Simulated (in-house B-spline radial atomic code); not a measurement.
## Excitations of Xe XIX (Xe18+) by several methods

Full response, energies in eV; labels give the largest channel, * marks a mixed state, a dash one above the method's threshold, and an imaginary frequency an unstable closed-shell reference. Computed with an all-electron radial atomic-structure program (B-spline basis): linear response of the closed shell [Ar] 3d10 4s2 4p6 with each method's own kernel (bare exchange for TDHF, static screening on G0W0 levels for BSE, the adiabatic kernel for functionals); non-relativistic, point nucleus, no spin-orbit coupling, no double excitations, S, P, D and F terms only; shells from n = 2 respond. Only terms of natural parity with L up to 3 were computed.

Without relativity these are model numbers for so heavy an element.

```csv
method,4p → 4d 3P,4p → 4d 3F,4p → 4d 1F,α (bohr³)
TDHF,?,?,?,?
PBE,78.40,79.25,84.62,0.2958
BSE on G0W0@HF,78.36,80.10,85.83,0.2954
BP86,?,?,?,?
LDA VWN5,78.80,80.08,84.94,0.2947
BHandHLYP,78.08,79.39,85.18,0.2966
```

Question: What does TDHF give?

Answer: 4p → 4d 3P: 77.84; 4p → 4d 3F: 79.43; 4p → 4d 1F: 85.67; α: 0.2977 (eV, bohr³).

Question: What does BP86 give?

Answer: 4p → 4d 3P: 78.61; 4p → 4d 3F: 79.35; 4p → 4d 1F: 84.65; α: 0.2953 (eV, bohr³).
